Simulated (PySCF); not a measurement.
C2H5IMg, SMILES [Mg]([I])[CH2]C.

Geometry optimised at PBE-D3(BJ)/def2-SVP. The def2 effective core potentials stand for the cores of I; spin–orbit coupling is left out. The values are those of a single conformer.

Computed with PBE-D3(BJ)/def2-SVP (PySCF).

Frequencies are harmonic and unscaled.

```csv
mode,ν (cm⁻¹),IR (km/mol),moving atoms (share of kinetic energy)
1,64,4.9,"Mg 46 %, C 30 %, H 16 %"
2,91,10.0,"Mg 59 %, H 30 %, C 8 %"
3,187,15.7,"C 45 %, Mg 28 %, I 15 %, H 12 %"
4,225,6.6,"H 81 %, C 11 %, Mg 8 %"
5,270,27.6,"C 39 %, Mg 35 %, H 15 %, I 11 %"
6,536,56.9,"Mg 56 %, C 32 %, H 10 %"
7,546,44.5,"H 80 %, C 17 %"
8,886,4.8,H 93 %
9,917,7.4,"H 90 %, C 9 %"
10,1002,8.1,"C 82 %, H 18 %"
11,1118,45.4,"H 67 %, C 33 %"
12,1197,4.9,"H 76 %, C 24 %"
13,1343,11.5,"H 83 %, C 17 %"
14,1381,0.1,"H 90 %, C 10 %"
15,1420,1.4,H 97 %
16,1431,6.5,H 97 %
17,2939,62.3,H 97 %
18,2956,16.6,H 95 %
19,3003,4.0,"H 91 %, C 9 %"
20,3010,23.8,"H 91 %, C 9 %"
21,3036,29.2,"H 91 %, C 9 %"
```
